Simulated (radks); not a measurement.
Xe, 54 electrons, occupied as [Xe].

All-electron calculation, scalar-relativistic Kohn-Sham, r2SCAN, spin-unpolarised, spherical densities, finite nucleus; meta-GGA in the generalised Kohn-Sham scheme; Fermi nuclear charge, rms radius 4.7859 fm. Program: a radial shooting solver on a logarithmic mesh with Libxc functionals.

Energy parts (Ry):
total: -14896.05783
kinetic: 15664.55981
electron-nucleus: -36051.60127
Hartree: 5865.37074
exchange-correlation: -374.38711

Orbitals (lengths in bohr, moments of r in powers of bohr; <r^-3> diverges for s and p1/2):
1s: occ. 2; eigenvalue (Ry) -2530.634; <r> 0.02666
2s: occ. 2; eigenvalue (Ry) -395.1249; <r> 0.1146
2p: occ. 6; eigenvalue (Ry) -354.3102; <r> 0.1003; <r^-3> 6170
3s: occ. 2; eigenvalue (Ry) -81.32032; <r> 0.3057
3p: occ. 6; eigenvalue (Ry) -68.05423; <r> 0.3040; <r^-3> 1196
3d: occ. 10; eigenvalue (Ry) -48.41056; <r> 0.2809; <r^-3> 163.9
4s: occ. 2; eigenvalue (Ry) -14.85645; <r> 0.7175
4p: occ. 6; eigenvalue (Ry) -10.63363; <r> 0.7653; <r^-3> 235.7
4d: occ. 10; eigenvalue (Ry) -4.45664; <r> 0.8770; <r^-3> 25.16
5s: occ. 2; eigenvalue (Ry) -1.50098; <r> 1.878
5p: occ. 6; eigenvalue (Ry) -0.63099; <r> 2.303; <r^-3> 23.45

The highest occupied level is 5p at -8.585 eV. The electron density at the nucleus is 2.805e+05 e/bohr^3 (large components only). The density falls to 0.001 e/bohr^3 at r = 4.39 bohr. Summed over all electrons, <r^2> = 60.67 bohr^2, which gives a Langevin (diamagnetic) susceptibility term of -48.1 x 10^-6 cm^3/mol. For comparison, the ionisation energy in NIST's Atomic Spectra Database is 12.130 eV (measured). In exact Kohn-Sham theory the highest level is minus the ionisation energy, but local and semilocal functionals leave it too shallow, through self-interaction and a potential that decays too fast; potentials with the right tail come closer.
